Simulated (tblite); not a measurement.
C₂H₆F₂N₂Si₂.
Geometry (GFN2-xTB, Å), atoms numbered from 1 in this order:
```
atom  x, y, z in Å
N1    -2.2878    2.2895    0.9247
C2    -2.2477    1.1936    0.5985
C3    -2.0549   -0.1507    0.1182
F4    -2.0197   -1.0370    1.1684
F5    -3.1059   -0.5448   -0.6620
Si6   -0.3818   -0.3241   -0.9012
Si7    1.3460   -0.1930    0.6316
N8     2.7510   -0.1603   -0.3647
H9    -0.6422   -1.5877   -1.5973
H10   -0.5496    0.7358   -1.9065
H11    1.5228   -1.3938    1.4511
H12    1.1771    0.9535    1.5461
H13    3.6515   -0.3168    0.0587
H14    2.8405    0.5353   -1.0878
```

Level: GFN2-xTB in tblite, geometry and Hessian alike; calculated harmonic values, unscaled, isolated species. The method is semi-empirical: single wavenumbers can be off by several per cent or more. Modes of hydrogen on silicon can be 10 to 20 % off. One conformer, not necessarily the lowest.

Harmonic wavenumbers (cm⁻¹): 27.6, 30.9, 67.1, 117.2, 157.6, 171.2, 211.5, 229.6, 275.0, 349.5, 404.2, 442.5, 463.0, 479.9, 537.4, 567.8, 572.4, 591.1, 625.4, 659.8, 721.4, 783.2, 807.8, 830.1, 898.8, 950.9, 974.2, 1124.9, 1529.6, 2135.0, 2209.3, 2246.6, 2252.3, 2383.6, 3473.4, 3502.8.

A = 2310, B = 787.8, C = 722.0 MHz; mass 152.004 u (most abundant isotopes); point group C1, symmetry number 1.

What is the zero-point energy?

½Σν̃ = 16902 cm⁻¹ = 48.33 kcal/mol.

Entropy at 298.15 K, 1 bar (ideal gas, RRHO, classical rotation)?

Translation 40.99, rotation 29.88, vibration 38.15: S = 109.0 cal/(mol K).

And Cp and H(298.15 K) − H(0)?

Cp = 42.67 cal/(mol K), of which vibrations give 34.72 (their classical limit is 36 R = 71.5); H(298.15 K) − H(0) = 7.98 kcal/mol without the zero-point energy, 5.61 from vibrations.

Which modes carry the vibrational entropy at 298.15 K?

27.6 cm⁻¹: 5.99; 30.9 cm⁻¹: 5.77; 67.1 cm⁻¹: 4.24; 117.2 cm⁻¹: 3.15; 157.6 cm⁻¹: 2.58; 171.2 cm⁻¹: 2.42 cal/(mol K); the other 30 give 14.00 together.

How do the functions run with temperature in this model?

```tsv
T (K)	S (cal/(mol K))	Cp (cal/(mol K))	H − H(0) (kcal/mol)	G − H(0) (kcal/mol)	ln q(vib)
50	63.0	15.1	0.58	-2.57	1.34
100	75.4	21.4	1.49	-6.05	3.14
373.15	119.2	48.0	11.38	-33.10	12.07
500	134.2	54.3	17.90	-49.19	15.78
750	157.8	62.1	32.55	-85.83	22.23
1000	176.4	66.9	48.72	-127.70	27.75
```

q(vib) and H(0) count from the zero-point level.

What must be added to the electronic energy to get the Gibbs energy at 298.15 K and 1 bar?

ZPE + [H(298.15 K) − H(0)] − T·S = 48.33 + 7.98 − 32.51 = 23.80 kcal/mol.

Blend soft modes into free rotors: weight 1/[1 + (100 cm⁻¹/ν̃)⁴] for the oscillator and the rest for a rotor with moment μB/(μ + B), μ = h/(8π²ν), B = 10⁻⁴⁴ kg m². What vibrational entropy results?

33.59 cal/(mol K) in place of 38.15, which changes −T·S at 298.15 K by +1.36 kcal/mol.

Hindered rotation and anharmonicity are outside this model. Other conformers, if any are populated, would add a mixing term that is left out. The structure is chiral; the term R ln 2 for an equal mix with its mirror image is left out.
